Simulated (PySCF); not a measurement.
GeH₄, SMILES [GeH4].

Geometry: ωB97X-D3(BJ)/def2-TZVPD. The isomer is the one that the SMILES or the coordinates give; other isomers of the formula were not compared.

Computed with TDA-PBE/def2-TZVPD (PySCF).

Vertical excitations; the highest root listed may be one member of a degenerate set.  State labels are in the subgroup D2.

Give excitation energies, oscillator strengths and character. (The exact figures need the calculation; the answer reports its results.)


```tsv
state	symmetry	energy (eV)	λ (nm)	f	main pairs
S1	B3	8.13	152	0.108	HOMO→LUMO (degenerate set)
S2	B1	8.13	152	0.108	HOMO−2→LUMO (degenerate set)
S3	B2	8.13	152	0.108	HOMO−1→LUMO (degenerate set)
S4	B1	8.72	142	0.000	HOMO→LUMO+2, HOMO−1→LUMO+3 (degenerate set)
S5	B2	8.72	142	0.000	HOMO→LUMO+1, HOMO−2→LUMO+3 (degenerate set)
S6	B3	8.72	142	0.000	HOMO−1→LUMO+1, HOMO−2→LUMO+2 (degenerate set)
S7	A	8.92	139	0.000	HOMO→LUMO+3, HOMO−2→LUMO+1, HOMO−1→LUMO+2 (degenerate set)
S8	A	8.92	139	0.000	HOMO−1→LUMO+2, HOMO−2→LUMO+1 (degenerate set)
S9	A	9.18	135	0.000	HOMO−1→LUMO+2 32 %, HOMO−2→LUMO+1 32 %, HOMO→LUMO+3 32 %
S10	B2	9.44	131	0.270	HOMO−2→LUMO+3 34 %, HOMO→LUMO+1 34 %, HOMO−1→LUMO+4 16 %, HOMO−1→LUMO+5 5 %
T1	B3	7.56	164	0	HOMO→LUMO (degenerate set)
T2	B1	7.56	164	0	HOMO−2→LUMO (degenerate set)
T3	B2	7.56	164	0	HOMO−1→LUMO (degenerate set)
T4	A	7.93	156	0	HOMO→LUMO+3 33 %, HOMO−2→LUMO+1 33 %, HOMO−1→LUMO+2 33 %
```
Triplets are in the Tamm–Dancoff approximation.
